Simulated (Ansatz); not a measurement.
`ClB(Cl)Br` + `[OH][Sn][Br]` → `ClB(Br)Br` + `[OH][Sn][Cl]`  (redistribution)

Program: Ansatz. Geometries: PBE0-D4/def2-TZVP. ΔE: electronic, gas phase. CCSD(T)/CBS adds triple-zeta CCSD(T) − MP2 to the extrapolated MP2 energy (def2 sets, frozen cores). Functionals use def2-TZVPP. B3LYP here is the variant with VWN-RPA as its local correlation; programs differ in this. HSE06 is defined as in plane-wave codes. def2 core potentials past Kr. For Br, Sn outer-core shells are correlated without core-valence functions, which leaves a few kJ/mol of doubt a bond. Scalar relativity is left out up to krypton. Each species was taken in one conformer, which may not be the lowest.

```csv
level,ΔE (kcal/mol),difference from CCSD(T)/CBS
LDA (SPW92),5.8,0.8
PBE-D4,5.5,0.5
revPBE-D4,5.4,0.4
BLYP-D4,5.6,0.6
r2SCAN-D4,5.7,0.7
B97M-V,5.2,0.2
PBE0-D4,5.8,0.8
r2SCANh-D4,5.8,0.8
r2SCAN0-D4,6.0,1.0
HSE06-D4,5.8,0.8
BHLYP-D4,6.2,1.2
CAM-B3LYP-D4,5.8,0.8
ωB97X-V,5.5,0.5
ωB97M-V,5.6,0.6
B2PLYP,5.6,0.6
PBE-QIDH,5.6,0.6
PBE,5.6,0.6
revPBE,5.6,0.6
r2SCAN,5.8,0.8
B3LYP,6.0,1.0
r2SCANh,5.9,0.9
r2SCAN0,6.0,1.0
HSE06,5.9,0.9
BHLYP,6.3,1.3
CAM-B3LYP,5.9,0.9
LC-ωPBE,5.5,0.5
RPA@PBE/def2-TZVPP,4.4,-0.6
HF/def2-SVP,7.5,2.5
MP2/def2-SVP,8.0,3.0
CCSD/def2-SVP,8.1,3.1
CCSD(T)/def2-SVP,8.0,3.0
HF/def2-TZVPP,6.7,1.7
MP2/def2-TZVPP,4.7,-0.3
SCS-MP2/def2-TZVPP,4.8,-0.2
CCSD/def2-TZVPP,5.1,0.1
CCSD(T)/def2-TZVPP,4.9,-0.1
MP2/def2-QZVPP,4.7,-0.3
SCS-MP2/def2-QZVPP,4.7,-0.3
MP2/CBS(def2),4.7,-0.3
CCSD/CBS(def2),5.1,0.1
CCSD(T)/CBS,5.0,0
```

Largest T1 diagnostic among the species: 0.017.

At CCSD(T), def2-SVP lies +3.0 kcal/mol from the extrapolated value and def2-TZVPP −0.1 kcal/mol. In def2-TZVPP, CCSD(T) changes the Hartree–Fock value by −1.8 kcal/mol (the triples alone add −0.1 kcal/mol) and MP2 by −2.1 kcal/mol. Leaving LDA and LC-ωPBE aside and taking each functional with its dispersion term where it has one, the values spread over 1.0 kcal/mol, from B97M-V to BHLYP-D4.
